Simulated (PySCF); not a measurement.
Molecule: SMILES CC(B)(C)C, C₄H₁₁B.

Structure with atom numbers: `[BH2:1][C:2]([CH3:3])([CH3:4])[CH3:5]`. Each H is labelled by its parent atom.

Geometry PBE0-D3(BJ)/def2-SVP throughout; GIAO in PySCF, gas phase, one conformer, non-relativistic; equivalent atoms averaged; functional PBE0.

(1) How do the shifts δ (against BF3·OEt2, TMS at the same level) depend on the basis set? (ppm; last column core-seconds on 1 thread of an Arm Neoverse V1, shared host)

(2) Which nucleus moves most, in ppm?

(3) Taking the largest basis, def2-TZVP (221 functions), as the yardstick, rank the others by their worst heavy-atom deviation.

Results:

(1) 
```
    basis set  functions    B1    C2  C3/C4/C5  H(B1)  H(C3)/H(C4)/H(C5)  core-s
       STO-3G         36  84.5  32.5      23.5   6.87               0.81     2.9
        6-31G         67  78.1  32.2      25.1   8.11               1.24     5.4
       6-31G*         92  78.3  29.9      23.9   7.43               1.06     7.4
     def2-SVP        125  80.8  29.0      24.4   7.26               0.91      10
     pcSseg-1        140  84.5  31.7      24.6   7.07               0.97      11
6-311+G(2d,p)        201  81.5  32.9      23.6   7.12               0.92      21
    def2-TZVP        221  82.7  33.0      24.4   7.15               0.94      24
```

(2) B1 (boron bonded to C, 2 H): from 78.1 ppm with 6-31G to 84.5 ppm with pcSseg-1. The smallest spread is 0.43 ppm, at H(C3)/H(C4)/H(C5). Proton shifts span only some 12 ppm, so a few tenths of a ppm matter as much there as several ppm in carbon.

(3) 6-311+G(2d,p) 1.2 ppm (201 functions), STO-3G 1.8 ppm (36 functions), pcSseg-1 1.8 ppm (140 functions), def2-SVP 4.0 ppm (125 functions), 6-31G* 4.4 ppm (92 functions), 6-31G 4.7 ppm (67 functions).

A small basis that lands close on one nucleus may do so by chance; judge by the trend and by all nuclei.
